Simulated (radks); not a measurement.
Results of a calculation; reference values are marked as such.
Species: Sr4+. Configuration: [Ar] 3d10 4s2 4p4.

Code: a radial shooting solver on a logarithmic mesh with Libxc functionals. Model: non-relativistic Kohn-Sham, r2SCAN, spin-polarised, spherical densities, point nucleus; open shells are filled with parallel spins first (spin-orbit coupling, left out, can overturn this in heavy ions); meta-GGA in the generalised Kohn-Sham scheme; relativity is left out, which matters for an element this heavy.

Energy parts (hartree):
| part | energy |
|---|---|
| total | -3129.09020 |
| kinetic | 3127.54682 |
| electron-nucleus | -7402.49655 |
| Hartree | 1248.24246 |
| exchange-correlation | -102.38293 |

Orbitals (lengths in bohr, moments of r in powers of bohr; r(max) is where P^2 peaks):
| orbital | occ. | eigenvalue (hartree) | <r> | r(max) |
|---|---|---|---|---|
| 1s up | 1 | -576.8935 | 0.04019 | 0.02656 |
| 1s down | 1 | -576.8796 | 0.04019 | 0.02656 |
| 2s up | 1 | -78.92265 | 0.1768 | 0.1491 |
| 2s down | 1 | -78.91978 | 0.1768 | 0.1492 |
| 2p up | 3 | -71.97898 | 0.1522 | 0.1179 |
| 2p down | 3 | -71.96822 | 0.1523 | 0.1179 |
| 3s up | 1 | -13.81341 | 0.5017 | 0.4450 |
| 3s down | 1 | -13.80226 | 0.5017 | 0.4452 |
| 3p up | 3 | -11.24507 | 0.5020 | 0.4346 |
| 3p down | 3 | -11.23059 | 0.5019 | 0.4349 |
| 3d up | 5 | -6.62240 | 0.4956 | 0.3773 |
| 3d down | 5 | -6.60487 | 0.4945 | 0.3773 |
| 4s up | 1 | -3.11941 | 1.325 | 1.193 |
| 4s down | 1 | -2.99897 | 1.329 | 1.191 |
| 4p up | 3 | -2.43379 | 1.445 | 1.287 |
| 4p down | 1 | -2.31773 | 1.454 | 1.285 |

The highest occupied level is 4p down at -63.069 eV. The electron density at the nucleus is 3.805e+04 e/bohr^3. Virial ratio -V/T = 2.00049. The density falls to 0.001 e/bohr^3 at r = 2.99 bohr. Spin moment in Bohr magnetons: 2. The spin density at the nucleus is 0.1968 e/bohr^3 (1s -0.5223, 2s 0.2189, 3s 0.4776, 4s 0.0226).
